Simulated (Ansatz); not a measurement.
Input file for Ansatz (a first-principles code): U-B3LYP/def2-TZVPPD on BrHMg (SMILES [MgH][Br]), a point of a bond scan (R = 1.849 Å). Files ending in .json are basis or fitting sets from the Basis Set Exchange.

Ansatz 0.2 input:
```yaml
crystal:
  periodic: [false, false, false]
  atoms:
    - {symbol: Mg, position_ang: [-0.00000000, -0.00000000, -1.67667967]}
    - {symbol: H, position_ang: [0.00000000, 0.00000000, -3.52584921]}
    - {symbol: Br, position_ang: [0.00000000, 0.00000000, 0.67079711]}
basis:
  gaussian:
    orbitals: def2-TZVPPD.json
hamiltonian:
  xc: {name: B3LYP}
magnetization: {spin_polarized: true, initial_magnetization: 0}
```

It printed:

```
WARN ansatz: RAYON_NUM_THREADS=1 ignored (pool sized by the plan → 1); use --threads N
Functional definition: B3LYP
integrals: 0.04 GiB planned
823 factors; their error is unknown
mean field: 0.50 GiB planned
mean field evaluation 1: about -75508.6135 eV, gradient 1.2e1 eV
mean field evaluation 2: about -75508.6215 eV, gradient 1.4e1 eV
mean field evaluation 4: about -75509.7406 eV, gradient 2.3e-1 eV
mean field evaluation 8: about -75510.0275 eV, gradient 1.0e-2 eV
mean field -75510.02749655 eV, -2774.9423279635 hartree, gradient 2.7e-6 eV, S^2 0.000000; 0 other end points of the search recorded, 0 dependent functions left out
reference -75510.02774125 eV, -2774.9423369558 hartree; 24, 24 occupied and 85, 85 virtual orbitals, 823 factors
Total energy: -75510.02774125 eV, -2774.9423369558 hartree
```

Self-consistency was reached.

Cost: roughly 2.4 core-seconds.
